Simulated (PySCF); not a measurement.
YbP at UHF

Level: UHF. Yb x2c-SVPall, P x2c-SVPall; spin-free X2C with a Gaussian nucleus (PySCF 2.14).

```
state                                           : quartet, about 14.0 electrons in the 4f shell (Mulliken)
bond length                                     : 5.540 bohr
harmonic wavenumber                             : 203 cm⁻¹
force constant                                  : 0.640 mdyn/Å
rotational constant Be                          : 0.07461 cm⁻¹
anharmonicity ωexe                              : 1.69 cm⁻¹
vibration–rotation constant αe                  : 0.000476 cm⁻¹
bond order (Mayer)                              : 0.87
dipole moment (positive dipole means Yb(−)P(+)) : -5.20 D
```

Spin–orbit coupling is left out, which matters for elements this heavy, above all for dissociation energies. Hartree–Fock leaves out correlation, which carries a large part of most bond energies and some tenths to 1 eV of ionisation energies. The state is the lowest single determinant that the PBE0 search found; with open d or f shells the true ground state can be another one.
